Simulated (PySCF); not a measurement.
Record of a relaxation.

Species: CH10B2NP.
Atom-mapped SMILES: `[CH3:1][B@@H-:2]1[NH2+:3][BH2-:4][PH2+:5]1` (hydrogens: H6, H7, H8 on C1; H9 on B2; H10, H11 on N3; H12, H13 on B4; H14, H15 on P5)

Method: PBE0-D3(BJ)/def2-SVP geometry optimisation, gas phase (PySCF); density fitting, grid level 1; the optimiser is geomeTRIC in internal coordinates, started from a GFN2-xTB structure with every atom displaced at random (about 0.01 Å). 14 of its 17 geometries are shown. The frame can shift and turn from step to step; on so coarse a grid that alone can change the energy by a few meV, and forces under 0.02 eV/Å are noise.

Step 0: E = -13318.6156 eV, largest atomic force 2.441 eV/Å
```
atom  x, y, z in Å  |  force x, y, z in eV/Å
C1      1.917    0.154   -0.349   -1.485   1.881  -0.469
B2      0.494    0.547    0.367    1.264  -0.508  -0.198
N3     -0.236   -0.771    0.949    0.703  -0.155   0.948
B4     -1.605   -0.682    0.207   -0.935  -0.241   0.291
P5     -1.005    0.802   -0.870   -0.063   0.378   0.455
H6      2.621   -0.206    0.356    1.071  -0.630   1.095
H7      1.783   -0.573   -1.134   -0.006  -0.665  -0.576
H8      2.368    1.056   -0.825   -0.159  -0.319   0.178
H9      0.550    1.412    1.212   -0.107   0.170   0.077
H10     0.293   -1.606    0.707    0.001  -0.032  -0.064
H11    -0.301   -0.775    1.977   -0.083   0.070  -0.515
H12    -2.491   -0.349    0.965   -0.090   0.155   0.024
H13    -1.902   -1.654   -0.424   -0.009  -0.418  -0.245
H14    -0.803    0.633   -2.208    0.356  -0.380  -1.244
H15    -1.697    1.994   -0.938   -0.457   0.695   0.244
```

Step 1: E = -13318.8039 eV, largest atomic force 0.415 eV/Å
```
atom  x, y, z in Å  |  force x, y, z in eV/Å
C1      1.928    0.049   -0.366    0.307  -0.249   0.128
B2      0.580    0.515    0.345   -0.203  -0.003   0.040
N3     -0.239   -0.702    1.030   -0.162   0.085  -0.220
B4     -1.639   -0.652    0.229    0.194   0.105   0.009
P5     -0.971    0.834   -0.902   -0.010   0.118  -0.296
H6      2.659   -0.337    0.383   -0.231   0.109  -0.213
H7      1.783   -0.749   -1.119   -0.005   0.019   0.081
H8      2.425    0.881   -0.883    0.014   0.101  -0.024
H9      0.653    1.447    1.129    0.030   0.016  -0.012
H10     0.244   -1.595    0.930   -0.037   0.021   0.034
H11    -0.391   -0.536    2.020    0.080  -0.084   0.139
H12    -2.541   -0.261    0.937   -0.060   0.030   0.067
H13    -1.881   -1.664   -0.387    0.026  -0.124  -0.058
H14    -0.771    0.632   -2.303   -0.069   0.011   0.312
H15    -1.677    2.068   -0.887    0.127  -0.154   0.013
```

Step 2: E = -13318.8146 eV, largest atomic force 0.119 eV/Å
```
atom  x, y, z in Å  |  force x, y, z in eV/Å
C1      1.928    0.048   -0.367    0.097  -0.024   0.019
B2      0.576    0.517    0.344   -0.075  -0.023  -0.012
N3     -0.242   -0.700    1.028   -0.088   0.077  -0.017
B4     -1.637   -0.648    0.228    0.044   0.036   0.027
P5     -0.970    0.836   -0.904    0.015   0.004  -0.053
H6      2.652   -0.330    0.380   -0.040   0.026  -0.030
H7      1.783   -0.754   -1.112   -0.009   0.000   0.016
H8      2.421    0.885   -0.886   -0.023   0.001   0.006
H9      0.655    1.451    1.124    0.010   0.001  -0.007
H10     0.237   -1.592    0.924    0.000  -0.012  -0.004
H11    -0.384   -0.546    2.024    0.052  -0.054   0.017
H12    -2.542   -0.261    0.941   -0.009  -0.006  -0.003
H13    -1.872   -1.667   -0.390    0.023  -0.013  -0.010
H14    -0.779    0.626   -2.291   -0.017  -0.017   0.037
H15    -1.663    2.067   -0.889    0.021   0.003   0.014
```

Step 4: E = -13318.8176 eV, largest atomic force 0.057 eV/Å
```
atom  x, y, z in Å  |  force x, y, z in eV/Å
C1      1.928    0.048   -0.365   -0.035   0.035   0.006
B2      0.570    0.516    0.340    0.038  -0.026  -0.034
N3     -0.244   -0.698    1.026    0.013  -0.002   0.045
B4     -1.638   -0.642    0.235   -0.028   0.001   0.019
P5     -0.973    0.836   -0.905    0.001  -0.005   0.028
H6      2.652   -0.312    0.385    0.032  -0.007   0.025
H7      1.787   -0.765   -1.099    0.003  -0.006  -0.006
H8      2.409    0.886   -0.895    0.000  -0.009  -0.008
H9      0.654    1.454    1.114   -0.021   0.000   0.004
H10     0.233   -1.591    0.905   -0.003   0.002  -0.026
H11    -0.363   -0.565    2.029    0.001   0.004  -0.009
H12    -2.546   -0.261    0.949    0.002  -0.010  -0.010
H13    -1.864   -1.661   -0.388    0.001   0.012   0.000
H14    -0.796    0.609   -2.289   -0.003  -0.006  -0.032
H15    -1.648    2.076   -0.889   -0.001   0.017  -0.003
```

Step 5: E = -13318.8184 eV, largest atomic force 0.063 eV/Å
```
atom  x, y, z in Å  |  force x, y, z in eV/Å
C1      1.931    0.049   -0.364   -0.033   0.024   0.017
B2      0.569    0.514    0.335    0.055  -0.016  -0.027
N3     -0.243   -0.699    1.025    0.033  -0.025   0.024
B4     -1.641   -0.637    0.243   -0.026  -0.002   0.003
P5     -0.976    0.835   -0.906   -0.005   0.001   0.021
H6      2.659   -0.296    0.391    0.017  -0.003   0.007
H7      1.797   -0.773   -1.089    0.005  -0.004  -0.003
H8      2.404    0.886   -0.903    0.006  -0.005  -0.008
H9      0.650    1.455    1.107   -0.028   0.001   0.006
H10     0.230   -1.592    0.890   -0.007   0.004  -0.014
H11    -0.349   -0.575    2.030   -0.011   0.017  -0.007
H12    -2.549   -0.260    0.959    0.003  -0.003   0.000
H13    -1.868   -1.655   -0.383   -0.006   0.005   0.002
H14    -0.813    0.598   -2.290   -0.004   0.002  -0.012
H15    -1.640    2.081   -0.889    0.002   0.005  -0.009
```

Step 6: E = -13318.8191 eV, largest atomic force 0.047 eV/Å
```
atom  x, y, z in Å  |  force x, y, z in eV/Å
C1      1.936    0.052   -0.363   -0.011   0.009   0.019
B2      0.569    0.510    0.328    0.044  -0.007  -0.013
N3     -0.241   -0.702    1.022    0.032  -0.028  -0.007
B4     -1.646   -0.633    0.252   -0.012  -0.001  -0.011
P5     -0.980    0.831   -0.907   -0.007   0.006   0.012
H6      2.668   -0.277    0.396   -0.002   0.002  -0.008
H7      1.812   -0.779   -1.080    0.003  -0.001   0.002
H8      2.402    0.886   -0.911    0.006   0.000  -0.005
H9      0.641    1.454    1.098   -0.026   0.001   0.004
H10     0.227   -1.595    0.874   -0.008   0.002   0.002
H11    -0.335   -0.583    2.029   -0.011   0.016  -0.002
H12    -2.549   -0.256    0.972    0.003   0.005   0.009
H13    -1.878   -1.648   -0.376   -0.009  -0.003   0.004
H14    -0.832    0.587   -2.292   -0.005   0.004   0.007
H15    -1.631    2.085   -0.890    0.004  -0.004  -0.011
```

Step 7: E = -13318.8196 eV, largest atomic force 0.040 eV/Å
```
atom  x, y, z in Å  |  force x, y, z in eV/Å
C1      1.943    0.057   -0.362    0.017  -0.004   0.011
B2      0.570    0.506    0.320    0.012  -0.002   0.002
N3     -0.237   -0.707    1.018    0.016  -0.016  -0.033
B4     -1.651   -0.629    0.263    0.005   0.000  -0.020
P5     -0.985    0.826   -0.909   -0.005   0.011   0.003
H6      2.678   -0.254    0.402   -0.015   0.004  -0.016
H7      1.831   -0.784   -1.070   -0.001   0.002   0.005
H8      2.401    0.889   -0.920    0.002   0.004   0.000
H9      0.628    1.452    1.089   -0.015   0.001   0.001
H10     0.223   -1.602    0.858   -0.004  -0.002   0.015
H11    -0.320   -0.591    2.025   -0.005   0.006   0.004
H12    -2.546   -0.249    0.991    0.004   0.011   0.012
H13    -1.894   -1.643   -0.364   -0.010  -0.008   0.006
H14    -0.857    0.573   -2.295   -0.003   0.001   0.017
H15    -1.622    2.087   -0.892    0.003  -0.010  -0.009
```

Step 9: E = -13318.8203 eV, largest atomic force 0.030 eV/Å
```
atom  x, y, z in Å  |  force x, y, z in eV/Å
C1      1.955    0.068   -0.362    0.019  -0.003  -0.006
B2      0.571    0.498    0.308   -0.028  -0.003   0.011
N3     -0.230   -0.718    1.007   -0.013   0.015  -0.011
B4     -1.658   -0.625    0.278    0.014  -0.009  -0.011
P5     -0.992    0.815   -0.913    0.002   0.011  -0.001
H6      2.692   -0.222    0.408   -0.007  -0.001  -0.002
H7      1.861   -0.782   -1.061   -0.003   0.003   0.000
H8      2.401    0.902   -0.927   -0.004   0.003   0.004
H9      0.603    1.447    1.076    0.006   0.001  -0.003
H10     0.220   -1.616    0.840    0.005   0.000   0.002
H11    -0.298   -0.602    2.016    0.007  -0.014   0.004
H12    -2.531   -0.227    1.024    0.006   0.012   0.002
H13    -1.928   -1.638   -0.337   -0.007  -0.003   0.007
H14    -0.890    0.548   -2.298    0.005  -0.008   0.005
H15    -1.613    2.083   -0.902   -0.004  -0.004  -0.002
```

Step 10: E = -13318.8207 eV, largest atomic force 0.032 eV/Å
```
atom  x, y, z in Å  |  force x, y, z in eV/Å
C1      1.959    0.076   -0.363    0.001   0.002  -0.009
B2      0.570    0.495    0.303   -0.024  -0.002   0.007
N3     -0.226   -0.723    1.002   -0.016   0.022   0.017
B4     -1.659   -0.623    0.285    0.009  -0.015  -0.003
P5     -0.995    0.808   -0.915    0.002   0.007   0.001
H6      2.695   -0.210    0.408    0.004  -0.003   0.007
H7      1.873   -0.774   -1.062   -0.001   0.002  -0.004
H8      2.400    0.914   -0.926   -0.002   0.001   0.004
H9      0.592    1.444    1.072    0.010   0.001  -0.004
H10     0.221   -1.623    0.832    0.007   0.003  -0.014
H11    -0.288   -0.609    2.012    0.008  -0.017   0.001
H12    -2.520   -0.214    1.038    0.005   0.009  -0.004
H13    -1.945   -1.638   -0.321   -0.006   0.001   0.007
H14    -0.899    0.532   -2.299    0.009  -0.009  -0.005
H15    -1.614    2.077   -0.911   -0.007   0.001  -0.001
```

Step 11: E = -13318.8212 eV, largest atomic force 0.060 eV/Å
```
atom  x, y, z in Å  |  force x, y, z in eV/Å
C1      1.964    0.090   -0.365   -0.025   0.006  -0.009
B2      0.567    0.492    0.297   -0.006   0.004  -0.002
N3     -0.220   -0.732    0.994   -0.014   0.024   0.053
B4     -1.662   -0.622    0.297   -0.001  -0.022   0.005
P5     -1.000    0.795   -0.920    0.000  -0.003   0.006
H6      2.700   -0.189    0.409    0.018  -0.006   0.016
H7      1.890   -0.759   -1.066    0.004   0.000  -0.009
H8      2.397    0.936   -0.923    0.002  -0.002   0.001
H9      0.576    1.441    1.065    0.010   0.001  -0.003
H10     0.224   -1.632    0.816    0.006   0.007  -0.035
H11    -0.269   -0.624    2.006    0.006  -0.017  -0.003
H12    -2.502   -0.190    1.063    0.004   0.004  -0.010
H13    -1.974   -1.639   -0.291   -0.005   0.005   0.006
H14    -0.912    0.501   -2.301    0.012  -0.007  -0.016
H15    -1.618    2.064   -0.927   -0.010   0.006  -0.001
```

Step 12: E = -13318.8221 eV, largest atomic force 0.095 eV/Å
```
atom  x, y, z in Å  |  force x, y, z in eV/Å
C1      1.972    0.118   -0.368   -0.057   0.006  -0.007
B2      0.562    0.487    0.285    0.024   0.019  -0.013
N3     -0.207   -0.747    0.981   -0.005   0.018   0.093
B4     -1.665   -0.620    0.324   -0.012  -0.025   0.012
P5     -1.011    0.770   -0.929   -0.005  -0.018   0.013
H6      2.707   -0.151    0.410    0.030  -0.007   0.022
H7      1.919   -0.728   -1.075    0.009  -0.002  -0.013
H8      2.389    0.977   -0.918    0.008  -0.006  -0.002
H9      0.546    1.436    1.054    0.006  -0.001  -0.002
H10     0.231   -1.645    0.780    0.001   0.011  -0.058
H11    -0.229   -0.656    1.995    0.000  -0.014  -0.007
H12    -2.466   -0.148    1.107    0.001  -0.001  -0.015
H13    -2.023   -1.641   -0.231   -0.003   0.008   0.006
H14    -0.933    0.442   -2.302    0.014   0.000  -0.026
H15    -1.629    2.038   -0.960   -0.010   0.010  -0.003
```

Step 14: E = -13318.8236 eV, largest atomic force 0.068 eV/Å
```
atom  x, y, z in Å  |  force x, y, z in eV/Å
C1      1.975    0.166   -0.377   -0.048  -0.004   0.002
B2      0.551    0.486    0.272    0.054   0.040  -0.013
N3     -0.183   -0.767    0.966    0.009  -0.007   0.061
B4     -1.666   -0.620    0.371   -0.014  -0.011   0.008
P5     -1.031    0.725   -0.939   -0.014  -0.034   0.013
H6      2.712   -0.095    0.402    0.018  -0.002   0.008
H7      1.953   -0.669   -1.100    0.006  -0.003  -0.006
H8      2.371    1.046   -0.909    0.010  -0.005  -0.006
H9      0.505    1.435    1.040   -0.008  -0.003   0.002
H10     0.247   -1.655    0.708   -0.008   0.010  -0.039
H11    -0.159   -0.717    1.983   -0.006   0.000  -0.006
H12    -2.405   -0.081    1.173   -0.003  -0.003  -0.007
H13    -2.094   -1.647   -0.119    0.001   0.003   0.001
H14    -0.948    0.342   -2.298    0.006   0.012  -0.015
H15    -1.665    1.983   -1.019   -0.001   0.006  -0.004
```

Step 15: E = -13318.8243 eV, largest atomic force 0.031 eV/Å
```
atom  x, y, z in Å  |  force x, y, z in eV/Å
C1      1.970    0.166   -0.380   -0.002  -0.004   0.004
B2      0.551    0.493    0.274    0.021   0.023   0.003
N3     -0.181   -0.763    0.970    0.003  -0.007  -0.008
B4     -1.665   -0.623    0.375   -0.003   0.001  -0.001
P5     -1.033    0.724   -0.935   -0.005  -0.018   0.000
H6      2.710   -0.098    0.396   -0.003   0.002  -0.005
H7      1.943   -0.668   -1.104   -0.001  -0.001   0.002
H8      2.370    1.043   -0.913    0.002  -0.001  -0.003
H9      0.510    1.441    1.042   -0.007  -0.002   0.001
H10     0.251   -1.645    0.699   -0.003   0.001   0.001
H11    -0.154   -0.722    1.987   -0.001   0.000   0.000
H12    -2.408   -0.086    1.173   -0.001   0.001   0.002
H13    -2.087   -1.652   -0.115   -0.001  -0.003   0.002
H14    -0.940    0.344   -2.296   -0.002   0.009   0.002
H15    -1.675    1.979   -1.019    0.003   0.000  -0.001
```

Step 16: E = -13318.8243 eV, largest atomic force under 0.02 eV/Å
```
atom  x, y, z in Å  |  force x, y, z in eV/Å
C1      1.971    0.169   -0.382    0.005  -0.004   0.000
B2      0.551    0.494    0.272    0.005   0.013   0.004
N3     -0.178   -0.764    0.968   -0.002  -0.002  -0.011
B4     -1.665   -0.623    0.380    0.001   0.000  -0.002
P5     -1.036    0.720   -0.935   -0.002  -0.008  -0.002
H6      2.712   -0.091    0.394   -0.004   0.002  -0.004
H7      1.946   -0.667   -1.103   -0.002  -0.001   0.002
H8      2.369    1.046   -0.918    0.000   0.000  -0.002
H9      0.506    1.442    1.040   -0.002  -0.002   0.001
H10     0.251   -1.646    0.692    0.001  -0.002   0.005
H11    -0.146   -0.726    1.985    0.000  -0.001   0.002
H12    -2.403   -0.083    1.181    0.001   0.002   0.001
H13    -2.092   -1.653   -0.105    0.000  -0.002   0.002
H14    -0.946    0.338   -2.295   -0.002   0.005   0.003
H15    -1.677    1.975   -1.021    0.002  -0.001   0.001
```

Problem. Summarise the path.

Solution. The energy falls by 20.13 kJ/mol from step 0 to step 16; nine tenths of that is first reached at step 1. It never rises by more than 0.2 meV. The largest force goes from 2.441 to under 0.02 eV/Å. Among the bonds B4–P5 changes most, from 1.929 to 1.982 Å; the atoms move by 0.142 Å rms after alignment.

What follows is the cost of the whole optimisation. Time: 65 s; peak memory 0.51 GiB. Hardware: one thread of an Intel Xeon 6975P-C, on a shared host.
